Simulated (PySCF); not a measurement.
PySCF job for THF cation (C4H8O), SMILES C1OCCC1 (connectivity only; charge and spin as stated), charge +1, multiplicity 2, PBE/pcH-1. Geometry optimised at PBE0-D3(BJ)/def2-SVP. The multiplicity is an assumed one; no other spin state was optimised. One conformer was computed; it need not be the lowest.

```python
import numpy as np
from pyscf import gto, scf, dft
from pyscf.prop.hfc import uks as hfc

mol = gto.M(
    atom='''
    C    -0.73873069    0.20141078    0.99874967
    C     0.73873081   -0.20141079    0.99874959
    C     1.15256078    0.10900757   -0.42447391
    O    -0.00000007   -0.00000000   -1.21775229
    C    -1.15256083   -0.10900757   -0.42447378
    H    -1.34023955   -0.34667099    1.73533307
    H    -0.86813827    1.27841107    1.19396918
    H     1.34023974    0.34667102    1.73533291
    H     0.86813841   -1.27841107    1.19396910
    H     1.94333254   -0.48744958   -0.91916378
    H     1.47868015    1.17090566   -0.58478410
    H    -1.47868021   -1.17090567   -0.58478392
    H    -1.94333264    0.48744958   -0.91916357
    ''',
    basis='pcH-1',
    charge=1,
    spin=1,
    max_memory=1600,
    verbose=3,
)
mf = dft.UKS(mol, xc='pbe').density_fit(auxbasis='def2-universal-jkfit')
mf.grids.level = 3
mf.conv_tol = 1e-10
mf.max_cycle = 100
mf.kernel()
fine, coarse = mf.grids, dft.Grids(mol).set(level=1).build(with_non0tab=True)
for _ in range(3):  # follow internal instabilities
    mf.grids = coarse
    mo, _, stable, _ = mf.stability(return_status=True, nroots=4)
    mf.grids = fine
    if stable:
        break
    mf.kernel(mf.make_rdm1(mo, mf.mo_occ))
A = hfc.HFC(mf).make_fcdip(mf.make_rdm1())  # Fermi contact and dipolar terms, MHz
print('atom   A(iso)/MHz   principal dipolar parts/MHz')
for i, a in enumerate(A):
    w = np.linalg.eigvalsh((a + a.T) / 2)
    print(f'{mol.atom_symbol(i):2s}{i + 1:3d} {w.mean():12.2f}', (w - w.mean()).round(2))
```

Log of the run:

```

WARN: HOMO -0.303806650840432 >= LUMO -0.303806650840439

converged SCF energy = -231.838350991368  <S^2> = 0.75203053  2S+1 = 2.0020295
<class 'pyscf.df.df_jk.DFUKS'> wavefunction is stable in the internal stability analysis
atom   A(iso)/MHz   principal dipolar parts/MHz
C   1        -3.22 [-2.63 -1.1   3.73]
C   2        -3.22 [-2.63 -1.1   3.73]
C   3       -25.52 [-12.35  -6.57  18.93]
O   4       -34.78 [-192.59   95.07   97.52]
C   5       -25.52 [-12.35  -6.57  18.93]
H   6        -2.04 [-2.55 -1.91  4.46]
H   7        21.83 [-2.95 -1.53  4.48]
H   8        -2.04 [-2.55 -1.91  4.46]
H   9        21.83 [-2.95 -1.53  4.48]
H  10       133.39 [-9.04 -5.04 14.07]
H  11       292.78 [-10.45  -5.91  16.36]
H  12       292.78 [-10.45  -5.91  16.36]
H  13       133.39 [-9.04 -5.04 14.07]
```

The run converged.

Cost: roughly 5 core-minutes.
